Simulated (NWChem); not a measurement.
GeSiNH7; SMILES [NH2][GeH2][SiH3]

```xyz
10

N      1.1812    -1.5092     0.1107
Ge    -0.3854    -0.5408    -0.0227
Si     0.2090     1.7682     0.0115
H      1.0386    -2.5156     0.1593
H      1.8417    -1.3241    -0.6404
H     -1.2288    -0.8541    -1.2901
H     -1.2336    -0.9212     1.2069
H     -1.0067     2.6170    -0.1847
H      1.1737     2.0629    -1.0938
H      0.8479     2.1287     1.3129
```
Atoms are numbered in this order, from 1.

Results from NWChem. All runs use the structure optimised with PBE0/def2-SVP. B3LYP is NWChem's, with the RPA form of VWN correlation. Static field.

Q: Among these, which level gives the highest value of “isotropic polarisability (bohr³)”?
A) B3LYP/aug-cc-pVDZ
B) PBE/aug-cc-pVDZ
C) Hartree-Fock/aug-cc-pVDZ

A: B, PBE/aug-cc-pVDZ. Values: Hartree-Fock/aug-cc-pVDZ 68.9; B3LYP/aug-cc-pVDZ 75.3; PBE/aug-cc-pVDZ 77.8
